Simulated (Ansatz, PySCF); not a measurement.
Gas-phase reaction in SMILES: CB(F)F [difluoro(methyl)borane] + 3 [H][H] (H2) -> B (BH3) + C (CH4) + 2 F (HF)
Structures are relaxed separately at B3LYP-D3(BJ)/def2-TZVP in Ansatz (an electronic-structure program).

Property: energy of full hydrogenation (electronic energy difference), in kJ/mol. Valence correlation only, unless marked. Spin-orbit coupling is left out. Non-relativistic. CBS(X,Y): correlation extrapolated as X^-3; Hartree-Fock from the larger set.

| level | program | energy of full hydrogenation (kJ/mol) | minus last row |
|---|---|---|---|
| r2SCAN/def2-TZVPD | Ansatz | 284.3 | 23.8 |
| PBE0/def2-QZVPP | Ansatz | 253.2 | -7.3 |
| TPSSh-D4/def2-TZVPD | PySCF + dftd4 | 273.7 | 13.2 |
| M06-2X/def2-TZVPD | PySCF | 278.9 | 18.4 |
| RI-MP2/cc-pVTZ | Ansatz | 276.5 | 16.0 |
| CCSD(T)/cc-pVTZ | Ansatz | 270.2 | 9.7 |
| CCSD(T)/CBS(cc-pVTZ,cc-pVQZ) | Ansatz | 260.5 | 0.0 |
